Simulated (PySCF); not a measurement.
# Spinor energies of Rh⁺ (rhodium, charge +1)

Start: [Kr] 4d8; 4d3/2 filled at m_j = -1/2, +1/2, +3/2; 4d5/2 filled at m_j = -3/2, -1/2, +1/2, +3/2, +5/2. Calculated with PySCF 2.14 in x2c-TZVPall-2c: generalised Hartree-Fock with the X2C-1e Hamiltonian and a Gaussian nucleus; one run each with spin-orbit coupling (SO) switched off, then screened by Boettger's factors. This is a chosen level, not necessarily the ground level.

```csv
spinor shell,electrons,"ε, spin-free (eV)","ε, screened SO (eV)",weight of nominal j (screened SO),"rms radius, screened SO (bohr)"
1s1/2,2,-23349.8,-23348.2,1.000,0.0374
2s1/2,2,-3473.3,-3472.8,1.000,0.154
2p1/2,2,-3106.8,-3206.8,1.000,0.134
2p3/2,4,-3106.8,-3060.2,1.000,0.138
3s1/2,2,-661.93,-661.76,1.000,0.415
3p1/2,2,-538.30,-556.14,1.000,0.411
3p3/2,4,-538.30,-529.90,1.000,0.422
3d3/2,4,-340.93,-344.07,0.997,0.401
3d5/2,6,-340.93,-338.64,0.998,0.405
4s1/2,2,-108.64,-108.58,1.000,1.05
4p1/2,2,-71.392,-75.421,0.943,1.15
4p3/2,4,-71.392,-69.418,0.971,1.18
4d5/2,5,-19.439,-19.351,0.618,1.68
4d3/2,3,-19.439,-19.594,0.646,1.67
```

| quantity | spin-free | screened SO |
| --- | --- | --- |
| E (hartree) | -4780.58515 | -4781.33567 |
| M_J | 4 | 4 |
| ⟨J²⟩ | 20.017 | 20.016 |
| ⟨L²⟩ | 12.013 | 12.060 |
| ⟨S²⟩ | 2.005 | 2.007 |

Each row is a mean over spinors that exchange with the open shell spreads, by up to 7.125 eV (4p3/2).

Rows whose weight is well below 1 are mixtures of j = l ± 1/2: exchange outweighs spin-orbit coupling there, and the label is only the starting occupation.

Breit and QED terms are absent; they matter most for the inner s and p1/2 levels.

Densities and radii are taken from the X2C orbitals without a picture-change correction, which distorts them close to the nucleus.

Without spin-orbit coupling the j labels of p, d and f shells carry no meaning; the spin-free column gives the mean over the occupied spinors of each nl shell.
